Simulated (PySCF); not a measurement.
A calculated (LDA, PySCF 2.14, aug-cc-pwCVTZ-DK with one added diffuse shell each of s, p, d, f, g type, scalar relativity by spin-free X2C-1e) atom or ion has these occupied shells.

| shell | electrons | orbital energy (eV) | rms radius, mean of both spins (bohr) |
| --- | --- | --- | --- |
| 1s α | 1 | -8849.5 | 0.0602 |
| 1s β | 1 | -8849.4 | 0.0602 |
| 2s α | 1 | -1085.5 | 0.256 |
| 2s β | 1 | -1084.9 | 0.256 |
| 2p α | 3 | -941.71 | 0.229 |
| 2p β | 3 | -941.22 | 0.229 |
| 3s α | 1 | -140.28 | 0.765 |
| 3s β | 1 | -139.09 | 0.765 |
| 3p α | 3 | -98.081 | 0.811 |
| 3p β | 3 | -96.931 | 0.811 |
| 3d α | 5 | -30.493 | 1.06 |
| 3d β | 4 | -29.393 | 1.06 |

Question: Name the element and its charge.

Answer: Cu²⁺ (copper, charge +2), in [Ar] 3d9, 2D determinant.
